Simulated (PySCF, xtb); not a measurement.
C₂H₈N₂Si₂, SMILES CC1=N[Si@@H](N)[SiH2]1.

xtb with GFN2-xTB at its own geometry gives an orbital gap of 2.25 eV and a dipole moment of 1.56 D.

Geometry: TPSSh-D3(BJ)/def2-SVP. The structure was generated by enumeration; whether it is a known compound was not checked. One conformer was computed; it need not be the lowest.

Problem. What does ωB97X/def2-TZVP in PySCF give? (The exact figures need the calculation; the answer reports its results.)

Solution. gap 10.25 eV (levels -8.72 and 1.53 eV), dipole 1.15 D.
